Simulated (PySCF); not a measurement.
Species: C5H7NO2Se.
SMILES with atom numbers: `[CH3:1][O:2][c:3]1[cH:4][c:5]([O:6][CH3:7])[se:8][n:9]1` (hydrogens: H10, H11, H12 on C1; H13 on C4; H14, H15, H16 on C7)

Computed with PySCF at CAM-B3LYP/def2-SVPD, non-relativistic, on one gas-phase PBE0-D3(BJ)/def2-SVP geometry that isn't relaxed in the solvent. The solvent is an IEF-PCM continuum (van der Waals radii × 1.2). Only the electrostatic response of the medium enters. Spin–orbit coupling is left out although an atom past zinc is present.

Gas phase at CAM-B3LYP/def2-SVPD: HOMO -7.77 eV, LUMO 0.50 eV, dipole 2.04 D.

Problem. What does the continuum do to the energy, the frontier levels and the dipole at CAM-B3LYP/def2-SVPD in chloroform and dimethylsulfoxide?

Solution. 
| solvent | ε | E(solvent) − E(gas) (kcal/mol) | polarisation term (kcal/mol) | distortion of the solute (kcal/mol) | HOMO (eV) | LUMO (eV) | dipole (D) |
| --- | --- | --- | --- | --- | --- | --- | --- |
| chloroform | 4.711 | -4.41 | -4.92 | 0.51 | -7.87 | 0.51 | 2.61 |
| dimethylsulfoxide | 46.83 | -6.19 | -7.24 | 1.05 | -7.92 | 0.49 | 2.86 |

The first energy column is the sum of the next two and covers electrostatics alone. From chloroform to dimethylsulfoxide the lowering changes by a factor 1.40, Onsager's factor (ε − 1)/(2ε + 1) by 1.36 and ε itself by 9.9.

Problem. Which radius a makes the point-dipole formula ΔE = −[(ε − 1)/(2ε + 1)]·μ²/a³ give the value in dimethylsulfoxide, with the gas-phase dipole?

Solution. μ = 0.804 au and |ΔE| = 0.00986 Eh give a = 1.68 Å; the farthest nucleus lies 4.43 Å from the centroid of the nuclei, so such a sphere wouldn't even hold the nuclei. The formula assumes a rigid point dipole at the centre of a sphere.

Problem. How does the static polarisability (CAM-B3LYP/def2-SVPD, frozen core, with the continuum's full static response) change?

Solution. 
```json
{"medium": "gas", "isotropic (au)": "100.4", "principal values (au)": "67.6, 97.0, 136.6", "⟨r²⟩ of the electrons (bohr²)": "1775.9"}
{"medium": "chloroform", "isotropic (au)": "125.4", "principal values (au)": "84.9, 125.7, 165.6", "⟨r²⟩ of the electrons (bohr²)": "1774.1"}
{"medium": "dimethylsulfoxide", "isotropic (au)": "138.1", "principal values (au)": "96.5, 140.5, 177.3", "⟨r²⟩ of the electrons (bohr²)": "1773.4"}
```

The isotropic value in dimethylsulfoxide is 1.38 times the gas-phase one; no cavity-field correction is applied. ⟨r²⟩ is taken about the centre of nuclear charge.

The values belong to the conformer `[CH3:1][O:2][c:3]1[cH:4][c:5]([O:6][CH3:7])[se:8][n:9]1`: C1–O2–C3–C4 180°, C4–C5–O6–C7 180°.
